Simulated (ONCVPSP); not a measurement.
## Transferability test, ONCV potential for silicon (Si)

* Element: Si (Z = 14)
* Generator: ONCVPSP 4.0.1
* Type: optimised norm-conserving Vanderbilt (ONCV)
* Functional: PBE
* Relativity: scalar-relativistic
* Frozen core: [Ne]
* Valence charge: 4
* Reference configuration: 3s2 3p2
* Partial waves: 3s: rc 1.50 bohr, ncon 4, nbas 7, qcut 4 1/bohr, 3 projectors, debl 0.9 Ha; 3p: rc 1.55 bohr, ncon 4, nbas 8, qcut 5.9 1/bohr, 3 projectors, debl 2.2 Ha; d scattering state at 0.17 Ha: rc 1.50 bohr, ncon 4, nbas 8, qcut 5.7 1/bohr, 2 projectors, debl 1 Ha
* Local potential: polynomial inside 1.35 bohr (lpopt 5, dvloc0 0 Ha)
* Core correction: Teter function fitted to the true core (icmod 2), fcfact 0.45

Energies are relative to the spin-unpolarised reference configuration 3s2 3p2; without spin polarisation the order of configurations can differ from experiment.

```
valence configuration  charge  ΔE all-electron (eV)  error AE − PS (meV)
              3s2 3p1      +1                 7.740                 +0.7
              3s2 3p0      +2                23.733                  +12
            3s2 3p1.5    +0.5                 2.921                  0.0
```

**Question.** What are ΔE and the potential's error for 3s1 3p0?

**Answer.** ΔE = 57.704 eV all-electron; the error (AE − PS) is +88 meV.

Levels in the configuration 3s1 3p0:

```csv
level,all-electron (eV),pseudo (eV)
3s,-39.488,-39.352
```

Note: ghosts flagged at negative energy: s at -132.3 eV, p at -62.3 eV; GHOST(+) flagged for s at 378.8 eV. A true bound ghost makes a file unfit for plane-wave use.
